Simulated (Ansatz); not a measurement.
Calculated with Ansatz (gas phase, PBE0-D4/def2-TZVP geometries, no zero-point term in ΔE). CCSD(T)/CBS adds triple-zeta CCSD(T) − MP2 to the extrapolated MP2 energy (def2 sets, frozen cores). This one scheme is used for every species. Functionals use def2-TZVPP. For Zn outer-core shells are correlated without core-valence functions, which leaves a few kJ/mol of doubt a bond. Scalar relativity is left out up to krypton. Each species was taken in one conformer, which may not be the lowest.

Consider the ligand exchange at the Si–C bond: `[SiH3]C[O][ZnH]` + `O[Si]O[SiH3]` → `[SiH3]O[Si]O[SiH3]` + `C[O][ZnH]`.

`[SiH3]C[O][ZnH]`:

Cartesian coordinates in Å:
```
Si 0.952 0.731 -0.470
C -0.733 0.781 0.375
O -1.408 -0.427 0.135
Zn -0.747 -2.081 0.265
H 0.799 0.670 -1.948
H 1.878 1.844 -0.116
H 1.565 -0.567 -0.034
H -0.609 0.980 1.451
H -1.334 1.612 -0.017
H -0.363 -3.543 0.359
```

`O[Si]O[SiH3]`:

```xyz
8

O     0.938    1.156    2.351
Si    0.125   -0.175    1.837
O     0.078    0.087    0.203
Si   -0.470   -0.574   -1.202
H     1.222    1.800    1.694
H    -1.415    0.375   -1.842
H    -1.163   -1.861   -0.938
H     0.685   -0.809   -2.103
```

`[SiH3]O[Si]O[SiH3]`:

Z-matrix (Å, degrees):
```
Si
O 1 1.643
H 1 1.483 2 108.8
H 1 1.486 2 110.6 3 -120.2
H 1 1.483 2 108.8 3 119.6
Si 2 1.640 1 146.7 3 120.1
O 6 1.640 2 100.5 1 179.9
Si 7 1.643 6 146.7 2 -180.0
H 8 1.483 7 108.8 6 120.1
H 8 1.483 7 108.8 6 -120.3
H 8 1.486 7 110.6 6 -0.1
```

`C[O][ZnH]`:

Cartesian coordinates in Å:
```
C -0.552 -0.142 -0.881
O 0.102 -0.678 0.229
Zn 0.963 0.128 1.548
H -0.961 -0.960 -1.486
H 0.118 0.439 -1.530
H -1.393 0.510 -0.605
H 1.723 0.701 2.725
```

Is it downhill or uphill in electronic energy at CCSD(T)/CBS, and by how much? (Best estimate.)

The calculation gave: Downhill: ΔE = -107.6 kJ/mol.

What do these levels give: r2SCAN-D4, ωB97X-V, B2PLYP, PBE, r2SCAN, HF/def2-TZVPP, MP2/def2-TZVPP, SCS-MP2/def2-TZVPP, CCSD(T)/def2-TZVPP, MP2/def2-QZVPP, MP2/CBS(def2), CCSD/CBS(def2)? (Best estimate.)

The calculation gave: r2SCAN-D4 -102.8, ωB97X-V -105.7, B2PLYP -113.7, PBE -90.6, r2SCAN -103.1, HF/def2-TZVPP -139.1, MP2/def2-TZVPP -111.8, SCS-MP2/def2-TZVPP -117.4, CCSD(T)/def2-TZVPP -108.3, MP2/def2-QZVPP -112.4, MP2/CBS(def2) -111.2, CCSD/CBS(def2) -112.5 kJ/mol.

Largest T1 diagnostic among the species: 0.017.

From PBE to PBE0 (25 % exact exchange), in def2-TZVPP and without D4, ΔE moves by −8.2 kJ/mol. The D4 term adds +3.2 kJ/mol with B3LYP and +1.5 kJ/mol with PBE0; it sums over pairs of atoms, weighted by their polarisabilities, and B3LYP, whose exchange is more repulsive, gets the larger term.

B3LYP here is the variant with VWN-RPA as its local correlation; programs differ in this.
